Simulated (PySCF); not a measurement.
A structure optimised at PBE-D3(BJ)/def2-SVP, used in a PySCF frequency run:

```
Ge
O 1 1.6392
O 1 1.7863 2 152.40
O 3 1.6554 1 62.40 2 180.00
```

**Question.** Write its SMILES, formula and point group.

**Answer.** [O]=[Ge]1[O][O]1, GeO3, C2v

**Question.** What are its rotational constants (standard atomic weights)?

**Answer.** 23.055, 4.2747, 3.6061 GHz
